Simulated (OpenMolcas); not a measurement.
Pd3+ (d7) in a complex was computed by SS-CASPT2, IPEA 0.25 Eh, imaginary shift 0.1 Eh with the d shell active (OpenMolcas, ANO-RCC-VTZP on the metal). Its lowest spin-free states, and all those of the highest spin:

```
2S+1  Degeneracy  E (cm-1)
   2           1         0
   2           2      9430
   2           1     12160
   4           1     13010
   4           2     15310
   2           1     19460
   2           1     19990
   2           1     21320
   2           2     23210
   4           1     23480
   2           2     23670
   4           2     24460
   4           2     41930
   4           1     47980
   4           1     51580
```

Q: Is the site octahedral, tetrahedral or cube-like, axial, or of lower symmetry?

A: The states with 2S+1 = 4 have orbital degeneracies 1, 2, 1, 2, 2, 1, 1. There are pairs but no triples, so the site is axial: not cubic, but with a proper or improper axis of order three or more. The run had Pd3+ with 5 ligands (fluoride) in square pyramidal coordination (C4v) at 2 Å, the axial distance 2.280 Å. A charge of +0.4 e stands 2.4 Å behind each ligand. Ligand basis ANO-RCC-VDZP.

Over all roots computed the reference weight is 0.67 to 0.72; the roots of lowest weight are the least certain, and an intruder state may touch them. This shell can be high or low spin here, a state of another spin lies low, and with metal d orbitals alone active their balance is uncertain, so the ground spin may be wrong, although the usual error favours high spin. The least metal-like active orbital is 75 % on the metal (Löwdin) and no ligand orbital is active, so the numbers are rough. Ligand-to-metal charge-transfer states are missing. With no ligand orbital active B as a rule stays too high, so bands that hang on it stand too high and its fall with covalency is understated. No measured value stands beside these numbers; the geometry is a model, was not optimised and need not be the one that this ion takes.
